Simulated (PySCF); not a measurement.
**How methods differ on the excitation energy of Cu²⁺**

Cu²⁺ [Ar] 3d9 (2D) → Cu²⁺ [Ar] 3d8 4s1 (4F), as a difference of total energies. Computed with PySCF 2.14 in x2c-TZVPPall, with scalar relativity by spin-free X2C-1e. Correlated levels: valence and next inner shell: [Ne] frozen. The calculations carry no spin-orbit coupling.

```csv
method,excitation energy (cm⁻¹)
UHF,50183
MP2 (valence and next inner shell),69667
SCS-MP2 (valence and next inner shell),67943
CCSD (valence and next inner shell),63531
CCSD(T) (valence and next inner shell),63928
```

A first-order spin-orbit estimate (lowest level to lowest level, LS coupling) adds -0.064 eV.

The basis was made for the ground configuration and has no added diffuse functions, so the excitation energy can come out too high.
